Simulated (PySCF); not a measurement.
Gas-phase reaction: 2 LiOH → Li2(OH)2

Energies from PySCF (xtb for GFN2), thermal terms from the rigid-rotor harmonic-oscillator model, ideal gas at 1 bar. Table values come from the NASA 1993 polynomials. After a fit of one offset per element over all species, the range-separated, M06-2X, PBE0/def2-QZVP and CCSD(T)/def2-TZVPP enthalpies, where run, lie to one side of the table for Li2(OH)2 (-30 kJ/mol): a fault of the table's entry, another state or a shared error of the levels is possible; this was not checked at source. S°(298 K) at PBE0/def2-TZVP differs from the NASA 1993 table for Li2(OH)2 (+6 J/mol/K); whether the harmonic model or the table's entry is off was not settled. † marks an energy on the PBE0/def2-TZVP geometry and frequencies; other levels use their own. MP2 and CCSD(T) freeze the core. 6-31G* has spherical d functions here. All species are closed-shell singlets. For Li the outer core is correlated in a valence basis, which is rough. For this reaction the table lies outside the span of B3LYP, CCSD(T), M06-2X, MP2, PBE0, r2SCAN, ωB97M-V, ωB97X-V in their largest bases here; which side is off was not settled. MP2 isn't extrapolated to the basis-set limit; its ΔH°(298 K) is -287.8 kJ in def2-SVP and -261.6 kJ in def2-TZVPP. CCSD(T) isn't extrapolated to the basis-set limit; its ΔH°(298 K) is -288.5 kJ in def2-SVP and -265.2 kJ in def2-TZVPP. The harmonic model lacks anharmonicity and excited electronic states, which grow with temperature; levels with a mode under 35 cm⁻¹ are left out. The table's entry may be an old estimate for LiOH, Li2(OH)2 (not checked at source).

| level | ΔH°(298 K), kJ | minus table | ΔG°(1400 K), kJ |
|---|---|---|---|
| table | -242.7 | - | -19.1 |
| CCSD(T)/def2-SVP† | -288.5 | -45.8 | -95.1 |
| GFN2-xTB | -168.1 | 74.6 | 15.2 |
| HF/6-31G* | -299.1 | -56.4 | -99.4 |
| HF/def2-TZVP† | -264.8 | -22.1 | -71.4 |
| MP2/def2-SVP† | -287.8 | -45.1 | -94.4 |
| MP2/def2-TZVPP† | -261.6 | -18.9 | -68.2 |
| PBE/def2-TZVP† | -251.1 | -8.4 | -57.7 |
| PBE0/def2-QZVP† | -256.4 | -13.7 | -63.0 |
| PBE0/def2-TZVP | -260.1 | -17.4 | -66.7 |
| r2SCAN/def2-TZVP† | -262.5 | -19.8 | -69.1 |
| ωB97M-V/def2-TZVP† | -261.5 | -18.8 | -68.1 |
